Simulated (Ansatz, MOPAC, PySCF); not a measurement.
Donor–acceptor adduct: BH3 (SMILES B) (first 4 atoms) with C3H9N (SMILES CN(C)C); geometry from B3LYP-D3(BJ)/def2-TZVP, rigid monomers moved along the line of their centres of mass till B1···N6 is 1.48 Å.
(charge 0, multiplicity 1):
```json
[
 {"atom": "B", "x (Å)": "-0.3868", "y (Å)": "0.0268", "z (Å)": "1.2712"},
 {"atom": "H", "x (Å)": "0.4875", "y (Å)": "0.6458", "z (Å)": "0.7092"},
 {"atom": "H", "x (Å)": "-0.4146", "y (Å)": "-1.1425", "z (Å)": "0.9625"},
 {"atom": "H", "x (Å)": "-1.4690", "y (Å)": "0.5628", "z (Å)": "1.2011"},
 {"atom": "C", "x (Å)": "1.2970", "y (Å)": "-0.5906", "z (Å)": "2.8989"},
 {"atom": "N", "x (Å)": "-0.0259", "y (Å)": "0.0485", "z (Å)": "2.7100"},
 {"atom": "C", "x (Å)": "0.0327", "y (Å)": "1.4503", "z (Å)": "3.1853"},
 {"atom": "C", "x (Å)": "-1.0457", "y (Å)": "-0.6923", "z (Å)": "3.4882"},
 {"atom": "H", "x (Å)": "1.5771", "y (Å)": "-0.5831", "z (Å)": "3.9549"},
 {"atom": "H", "x (Å)": "2.0336", "y (Å)": "-0.0459", "z (Å)": "2.3143"},
 {"atom": "H", "x (Å)": "1.2450", "y (Å)": "-1.6131", "z (Å)": "2.5346"},
 {"atom": "H", "x (Å)": "0.2982", "y (Å)": "1.4833", "z (Å)": "4.2445"},
 {"atom": "H", "x (Å)": "-0.9391", "y (Å)": "1.9114", "z (Å)": "3.0303"},
 {"atom": "H", "x (Å)": "0.7739", "y (Å)": "1.9863", "z (Å)": "2.5985"},
 {"atom": "H", "x (Å)": "-0.7942", "y (Å)": "-0.6846", "z (Å)": "4.5513"},
 {"atom": "H", "x (Å)": "-2.0129", "y (Å)": "-0.2225", "z (Å)": "3.3307"},
 {"atom": "H", "x (Å)": "-1.0877", "y (Å)": "-1.7148", "z (Å)": "3.1226"}
]
```

Monomers are frozen at their geometry in the pair; levels with a basis set take the counterpoise correction. Rows marked so take none.

Rows in 6-31G* carry no dispersion term and start afresh at each structure (6-31G* with six Cartesian d functions). The state that AM1, PM3 reach isn't checked.

Run with Ansatz (a quantum-chemistry and plane-wave program) with Gaussian orbitals; MOPAC for AM1, PM3 (differences of heats of formation); PySCF for 6-31G* rows, the dispersion terms. Values without a source in brackets are computed.

```tsv
level	interaction energy (kJ/mol)
AM1	-134.5
PM3	-220.0
PBE/def2-TZVPPD	-199.4
BP86/6-31G* (no counterpoise)	[?]
r2SCAN-D3(BJ)/def2-TZVPPD	-215.8
B3LYP-D4/def2-TZVPPD	-195.9
PBE0-D3(BJ)/def2-TZVPPD	-220.2
PBE0-D4/def2-TZVPPD	-219.4
M06-2X/6-31G* (no counterpoise)	-214.5
```

Q: What belongs in the gaps?

A: 
- BP86/6-31G* (no counterpoise), interaction energy (kJ/mol): -192.0
